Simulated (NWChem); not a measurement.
System meant: C₅H₅N; SMILES N#CC1=CCC1

NWChem input:

```
start job
memory heap 200 mb stack 900 mb global 1100 mb
geometry units angstroms noautoz
  N     -0.003810    -2.728348     0.000000
  C     -0.044496    -1.568333     0.000000
  C     -0.059922    -0.148538     0.000000
  C     -1.042583     0.775578     0.000000
  C     -0.087639     1.938101     0.000000
  C      1.053331     0.878712     0.000000
  H     -2.132542     0.701307     0.000000
  H     -0.126523     2.583003     0.893251
  H     -0.126523     2.583003    -0.893251
  H      1.692525     0.876209     0.896438
  H      1.692525     0.876209    -0.896438
end
basis spherical
  N library def2-svp
  C library def2-svp
  H library def2-svp
end
dft
  odft
  mult 2
  xc b3lyp
  iterations 150
  mulliken
end
task dft energy
```

End of the output:

```
 ==============================================================================
                                 internuclear angles
 ------------------------------------------------------------------------------
        center 1       |       center 2       |       center 3       |  degrees
 ------------------------------------------------------------------------------
    1 N                |   2 C                |   3 C                |   178.61
    2 C                |   3 C                |   4 C                |   133.86
    2 C                |   3 C                |   6 C                |   132.08
    4 C                |   3 C                |   6 C                |    94.06
    3 C                |   4 C                |   5 C                |    93.84
    3 C                |   4 C                |   7 H                |   132.86
    5 C                |   4 C                |   7 H                |   133.30
    4 C                |   5 C                |   6 C                |    86.52
    4 C                |   5 C                |   8 H                |   115.45
    4 C                |   5 C                |   9 H                |   115.45
    6 C                |   5 C                |   8 H                |   115.08
    6 C                |   5 C                |   9 H                |   115.08
    8 H                |   5 C                |   9 H                |   108.24
    3 C                |   6 C                |   5 C                |    85.58
    3 C                |   6 C                |  10 H                |   115.16
    3 C                |   6 C                |  11 H                |   115.16
    5 C                |   6 C                |  10 H                |   115.28
    5 C                |   6 C                |  11 H                |   115.28
   10 H                |   6 C                |  11 H                |   109.02
 ------------------------------------------------------------------------------
                            number of included internuclear angles:         19
 ==============================================================================

 Summary of "ao basis" -> "" (spherical)
 ------------------------------------------------------------------------------
       Tag                 Description            Shells   Functions and Types
 ---------------- ------------------------------  ------  ---------------------
 N                          def2-svp                 6       14   3s2p1d
 C                          def2-svp                 6       14   3s2p1d
 H                          def2-svp                 3        5   2s1p

                                 NWChem DFT Module
                                 -----------------

 Summary of "ao basis" -> "ao basis" (spherical)
 ------------------------------------------------------------------------------
       Tag                 Description            Shells   Functions and Types
 ---------------- ------------------------------  ------  ---------------------
 N                          def2-svp                 6       14   3s2p1d
 C                          def2-svp                 6       14   3s2p1d
 H                          def2-svp                 3        5   2s1p

      Symmetry analysis of basis
      --------------------------

        a'         74
        a"         35

  number of electrons :                   42
  multiplicity        :                    2
 ------------------------------------------------------------------------
  no. of electrons and multiplicity not compatible                  42
 ------------------------------------------------------------------------
 ------------------------------------------------------------------------
  current input line :
    28: task dft energy
 ------------------------------------------------------------------------
 ------------------------------------------------------------------------
 There is an error in the input file
 ------------------------------------------------------------------------
 For more information see the NWChem manual at https://nwchemgit.github.io

0: no. of electrons and multiplicity not compatible:Received an Error in Communication
```

Task: What is wrong, and how is it mended?

Result: The input was rejected before any calculation. Cause: the multiplicity doesn't fit the number of electrons (an even count wants an odd multiplicity, and the reverse). This input runs:
```
start job
memory heap 200 mb stack 900 mb global 1100 mb
geometry units angstroms noautoz
  N     -0.003810    -2.728348     0.000000
  C     -0.044496    -1.568333     0.000000
  C     -0.059922    -0.148538     0.000000
  C     -1.042583     0.775578     0.000000
  C     -0.087639     1.938101     0.000000
  C      1.053331     0.878712     0.000000
  H     -2.132542     0.701307     0.000000
  H     -0.126523     2.583003     0.893251
  H     -0.126523     2.583003    -0.893251
  H      1.692525     0.876209     0.896438
  H      1.692525     0.876209    -0.896438
end
basis spherical
  * library def2-svp
end
dft
  xc b3lyp
  iterations 150
  mulliken
end
task dft energy
```
It converges to -248.03825 Ha (B3LYP/def2-SVP).
